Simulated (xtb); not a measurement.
BF2 (SMILES F[B]F), doublet, from a rough starting geometry; GFN2-xTB (xtb).

The xtb input:
```
$ xtb mol.xyz --gfn 2 --uhf 1 --opt vtight --json

# file mol.xyz
3

B     -0.00940219     0.43805059     0.00141968
F      1.17757718    -0.25986705    -0.04425834
F     -1.07770699    -0.24046968    -0.04551188
```

Task: Predict the main parts of the log of this xtb run.

Result: 
```
   ID    Z sym.   atoms
    1    5 B      1
    2    9 F      2, 3

           -------------------------------------------------
          |                Calculation Setup                |
           -------------------------------------------------

           -------------------------------------------------
          |                 G F N 2 - x T B                 |
           -------------------------------------------------

          ...................................................
          :                      SETUP                      :
          :.................................................:
          :  # basis functions                  12          :
          :  # atomic orbitals                  12          :
          :  # shells                            6          :
          :  # electrons                        17          :
          :  max. iterations                   250          :
          :  Hamiltonian                  GFN2-xTB          :
          :  restarted?                      false          :
          :  GBSA solvation                  false          :
          :  PC potential                    false          :
          :  electronic temp.          300.0000000     K    :
          :  accuracy                    1.0000000          :
          :  -> integral cutoff          0.2500000E+02      :
          :  -> integral neglect         0.1000000E-07      :
          :  -> SCF convergence          0.1000000E-05 Eh   :
          :  -> wf. convergence          0.1000000E-03 e    :
          :  Broyden damping             0.4000000          :
          :  net charge                          0          :
          :  unpaired electrons                  1          :
          ...................................................

 iter      E             dE          RMSdq      gap      omega  full diag
   1    -10.6991773 -0.106992E+02  0.107E+01    1.89       0.0  T
   2    -10.7210075 -0.218302E-01  0.646E+00    2.15       1.0  T
   3    -10.7241768 -0.316928E-02  0.103E+00    2.72       1.0  T
   4    -10.7247053 -0.528583E-03  0.468E-01    2.78       1.0  T
   5    -10.7245607  0.144640E-03  0.249E-01    2.73       1.0  T
   6    -10.7247646 -0.203897E-03  0.602E-02    2.75       1.0  T
   7    -10.7247720 -0.742543E-05  0.244E-02    2.74       2.4  T
   8    -10.7247739 -0.189896E-05  0.381E-03    2.74      15.2  T
   9    -10.7247740 -0.557264E-07  0.345E-04    2.74     167.6  T
  10    -10.7247740 -0.380346E-09  0.556E-05    2.74    1038.4  T

   *** convergence criteria satisfied after 10 iterations ***

         :::::::::::::::::::::::::::::::::::::::::::::::::::::
         ::                     SUMMARY                     ::
         :::::::::::::::::::::::::::::::::::::::::::::::::::::
         :: total energy             -10.691008748387 Eh    ::
         :: gradient norm              0.077420915552 Eh/a0 ::
         :: HOMO-LUMO gap              2.742467266161 eV    ::
         ::.................................................::
         :: SCC energy               -10.724773971547 Eh    ::
         :: -> isotropic ES            0.038887707292 Eh    ::
         :: -> anisotropic ES         -0.000202654503 Eh    ::
         :: -> anisotropic XC         -0.003773670319 Eh    ::
         :: -> dispersion             -0.000555730610 Eh    ::
         :: repulsion energy           0.033765223160 Eh    ::
         :: add. restraining           0.000000000000 Eh    ::
         :: total charge              -0.000000000000 e     ::
         :::::::::::::::::::::::::::::::::::::::::::::::::::::

      -----------------------------------------------------------
     |                   =====================                   |
     |                        A N C O P T                        |
     |                   =====================                   |
     |               Approximate Normal Coordinate               |
     |                Rational Function Optimizer                |
      -----------------------------------------------------------
      -----------------------------------------------------------
     |                   =====================                   |
     |                        A N C O P T                        |
     |                   =====================                   |
     |               Approximate Normal Coordinate               |
     |                Rational Function Optimizer                |
      -----------------------------------------------------------

          ...................................................
          :                      SETUP                      :
          :.................................................:
          :   optimization level         verytight          :
          :   max. optcycles                   200          :
          :   ANC micro-cycles                  20          :
          :   degrees of freedom                 3          :
          :.................................................:
          :   RF solver                   davidson          :
          :   write xtbopt.log                true          :
          :   linear?                        false          :
          :   energy convergence         0.1000000E-06 Eh   :
          :   grad. convergence          0.2000000E-03 Eh/α :
          :   maxmium RF displ.          1.0000000          :
          :   Hlow (freq-cutoff)         0.1000000E-01      :
          :   Hmax (freq-cutoff)         5.0000000          :
          :   S6 in model hess.         20.0000000          :
          ...................................................

generating ANC from exact Hessian ...
Using Lindh-Hessian (1995)
 Shifting diagonal of input Hessian by    0.0000000000000000
 Lowest  eigenvalues of input Hessian
    0.000000    0.000000    0.000000    0.000000    0.000000    0.000000
    0.263535    1.126878    1.795643
 Highest eigenvalues
[...]
 * total energy  :   -10.6910087 Eh     change       -0.1233325E-10 Eh
 * total energy  :   -10.6937820 Eh     change       -0.2773280E-02 Eh
 * total energy  :   -10.6948985 Eh     change       -0.1116466E-02 Eh
 * total energy  :   -10.6949034 Eh     change       -0.4874594E-05 Eh
 * total energy  :   -10.6949042 Eh     change       -0.8564828E-06 Eh
 * total energy  :   -10.6949045 Eh     change       -0.2598442E-06 Eh
 * total energy  :   -10.6949045 Eh     change       -0.9205969E-10 Eh
   *** GEOMETRY OPTIMIZATION CONVERGED AFTER 7 ITERATIONS ***
[...]

          ...................................................
          :                      SETUP                      :
          :.................................................:
          :  # basis functions                  12          :
          :  # atomic orbitals                  12          :
          :  # shells                            6          :
          :  # electrons                        17          :
          :  max. iterations                   250          :
          :  Hamiltonian                  GFN2-xTB          :
          :  restarted?                      false          :
          :  GBSA solvation                  false          :
          :  PC potential                    false          :
          :  electronic temp.          300.0000000     K    :
          :  accuracy                    1.0000000          :
          :  -> integral cutoff          0.2500000E+02      :
          :  -> integral neglect         0.1000000E-07      :
          :  -> SCF convergence          0.1000000E-05 Eh   :
          :  -> wf. convergence          0.1000000E-03 e    :
          :  Broyden damping             0.4000000          :
          :  net charge                          0          :
          :  unpaired electrons                  1          :
          ...................................................

 iter      E             dE          RMSdq      gap      omega  full diag
   1    -10.7261099 -0.107261E+02  0.641E-06    2.82       0.0  T
   2    -10.7261099 -0.532907E-13  0.268E-06    2.82   21576.0  T
   3    -10.7261099  0.177636E-14  0.160E-06    2.82   36131.9  T

   *** convergence criteria satisfied after 3 iterations ***

         :::::::::::::::::::::::::::::::::::::::::::::::::::::
         ::                     SUMMARY                     ::
         :::::::::::::::::::::::::::::::::::::::::::::::::::::
         :: total energy             -10.694904484923 Eh    ::
         :: gradient norm              0.000002291651 Eh/a0 ::
         :: HOMO-LUMO gap              2.822909014882 eV    ::
         ::.................................................::
         :: SCC energy               -10.726109870781 Eh    ::
         :: -> isotropic ES            0.038426969117 Eh    ::
         :: -> anisotropic ES         -0.000266307790 Eh    ::
         :: -> anisotropic XC         -0.003851041321 Eh    ::
         :: -> dispersion             -0.000556139602 Eh    ::
         :: repulsion energy           0.031205385858 Eh    ::
         :: add. restraining           0.000000000000 Eh    ::
         :: total charge               0.000000000000 e     ::
         :::::::::::::::::::::::::::::::::::::::::::::::::::::

           -------------------------------------------------
          |                Property Printout                |
           -------------------------------------------------

    * Orbital Energies and Occupations

         #    Occupation            Energy/Eh            Energy/eV
      -------------------------------------------------------------
         1        2.0000           -0.8431043             -22.9420
         2        2.0000           -0.8387463             -22.8234
         3        2.0000           -0.5808185             -15.8049
         4        2.0000           -0.5627035             -15.3119
         5        2.0000           -0.5616034             -15.2820
         6        2.0000           -0.5545514             -15.0901
         7        2.0000           -0.5292982             -14.4029
         8        2.0000           -0.5205986             -14.1662
         9        1.0000           -0.3525702              -9.5939 (HOMO)
        10                         -0.2488302              -6.7710 (LUMO)
        11                          0.3778083              10.2807
        12                          0.4436417              12.0721
      -------------------------------------------------------------
                  HL-Gap            0.1037400 Eh            2.8229 eV
             Fermi-level           -0.3686423 Eh          -10.0313 eV

     #   Z          covCN         q      C6AA      α(0)
     1   5 B        1.444     0.445    36.962    12.808
     2   9 F        0.723    -0.222    11.477     4.001
     3   9 F        0.723    -0.222    11.477     4.001

 Mol. C6AA /au·bohr⁶  :        155.598759
 Mol. C8AA /au·bohr⁸  :       4157.430113
 Mol. α(0) /au        :         20.809174

Wiberg/Mayer (AO) data.
largest (>0.10) Wiberg bond orders for each atom

 ---------------------------------------------------------------------------
     #   Z sym  total        # sym  WBO       # sym  WBO       # sym  WBO
 ---------------------------------------------------------------------------
     1   5 B    2.385 --     3 F    1.192     2 F    1.192
     2   9 F    1.252 --     1 B    1.192
     3   9 F    1.252 --     1 B    1.192
 ---------------------------------------------------------------------------

Topologies differ in total number of bonds
Writing topology from bond orders to xtbtopo.mol

molecular dipole:
                 x           y           z       tot (Debye)
 q only:       -0.002       0.601       0.041
   full:       -0.001       0.409       0.028       1.041
molecular quadrupole (traceless):
                xx          xy          yy          xz          yz          zz
 q only:       -2.052       0.043       1.197      -0.000      -0.025       0.856
  q+dip:       -2.635       0.026       0.987      -0.003      -0.077       1.647
   full:       -3.055       0.027       0.477      -0.005      -0.175       2.578

optimized geometry written to: xtbopt.xyz

           -------------------------------------------------
          | TOTAL ENERGY              -10.694904484923 Eh   |
          | GRADIENT NORM               0.000002291651 Eh/α |
          | HOMO-LUMO GAP               2.822909014882 eV   |
           -------------------------------------------------
```
